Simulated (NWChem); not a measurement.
A series in which one site is exchanged, each optimised at PBE0/def2-SVP with NWChem, gas phase unless a solvent is named. For some, no frequency run checked for a minimum. def2 effective core potentials on I; no spin-orbit coupling.

A: [I][AlH][I] (AlHI2; site = I)
B: [AlH2][I] (AlH$_{2}$I; site = H)
C: [F][AlH][I] (AlHIF; site = F)
D: [Cl][AlH][I] (AlHICl; site = Cl)

Values for A:

| Item | Value |
|---|---|
| dipole (D), PBE0/def2-SVP | 0.66 |
| orbital gap (eV), PBE0/def2-SVP | 5.82 |
| static polarisability, PBE/def2-SVPD (bohr³) | 103.8 |
| lowest singlet excitation, PBE/def2-SVPD, TDA (eV) | 4.06 |

Problem. How do these values change for the other members?

Solution. 
| change from A | B | C | D |
|---|---|---|---|
| dipole (D), PBE0/def2-SVP | +0.47 | +0.51 | +0.25 |
| orbital gap (eV), PBE0/def2-SVP | -0.11 | +0.83 | +0.48 |
| static polarisability, PBE/def2-SVPD (bohr³) | -35.6 | -40.4 | -24.9 |
| lowest singlet excitation, PBE/def2-SVPD, TDA (eV) | -0.13 | +0.65 | +0.37 |
